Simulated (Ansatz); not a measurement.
Breaking a bond: LiCl, singlet.

Computed with full CI/cc-pVDZ, frozen core (Ansatz, a program for electronic structure).

Task: Relative to R = 2.09 Å, what are the energies at R = 2.70, 3.66, 6.09, 7.99 Å?

Result: 0.819 eV at 2.70 Å, 2.514 eV at 3.66 Å, 4.313 eV at 6.09 Å, 4.338 eV at 7.99 Å.
